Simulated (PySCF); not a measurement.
C5H7F, SMILES CC1=CC[C@@H]1F. Heavy atoms are numbered as in [CH3:1][C:2]1=[CH:3][CH2:4][C@@H:5]1[F:6]. Hydrogens are named by the atom that carries them.

Coordinates come from a B3LYP-D3(BJ)/def2-SVP optimisation. The structure was generated by enumeration; whether it is a known compound was not checked.

Method: PBE0/pcSseg-1 (PySCF).

GIAO shieldings, no solvent; atoms alike by connectivity are averaged. δ = σ(ref) − σ: ¹³C against TMS (σ = 186.3 ppm); ¹⁹F against CFCl3 (σ = 167.2 ppm); ¹H against TMS (σ = 31.56 ppm), references at their B3LYP-D3(BJ)/def2-TZVP geometries, non-relativistic.

Estimate the chemical shifts. (Estimate from the structure and the level; the computed values follow.)


```tsv
nucleus	atoms	count	δ (ppm)
¹³C	C2	1	160.1
¹³C	C3 (CH)	1	141.6
¹³C	C5 (CH)	1	92.7
¹³C	C4 (CH2)	1	41.9
¹³C	C1 (CH3)	1	18.0
¹⁹F	F6	1	-204.8
¹H	H on C3	1	6.47
¹H	H on C5	1	5.37
¹H	H on C4	2	2.94
¹H	H on C1	3	2.19
```
